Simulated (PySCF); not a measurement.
**Ionisation energy of Nd⁴⁸⁺ by level of theory**

Nd⁴⁸⁺ [Ne] 3s2 (1S) → Nd⁴⁹⁺ [Ne] 3s1 (2S), as a difference of total energies. All numbers are calculated (PySCF 2.14, the spin-free X2C one-electron Hamiltonian (Gaussian nucleus), in an even-tempered Gaussian basis (17 s from 11 bohr⁻², ratio 2.5; 12 p from 14 bohr⁻², ratio 2.5; 4 d from 52 bohr⁻², ratio 2.7; 4 f from 78 bohr⁻², ratio 2.7)). Correlated levels: outer shells: 1s2 frozen; virtual orbitals above 40 to 60 times the deepest correlated orbital energy dropped. The calculations carry no spin-orbit coupling.

```tsv
method	ionisation energy (eV)
UHF	4199.8
LDA	4204.3
PBE	4207.3
PBE0	4205.7
r2SCAN	4199.6
B3LYP	4205.7
B97-3	4205.1
MP2 (outer shells)	4203.3
SCS-MP2 (outer shells)	4203.7
```

Question: How much does correlation contribute at MP2 (outer shells)?

Answer: 4203.3 − (4199.8) = 3.5 eV, measured against UHF.

Breit and QED terms and the two-electron picture change are absent.

For comparison: 4198 ± 4 eV (theoretical estimate listed by NIST; NIST Atomic Spectra Database, ionization energies).
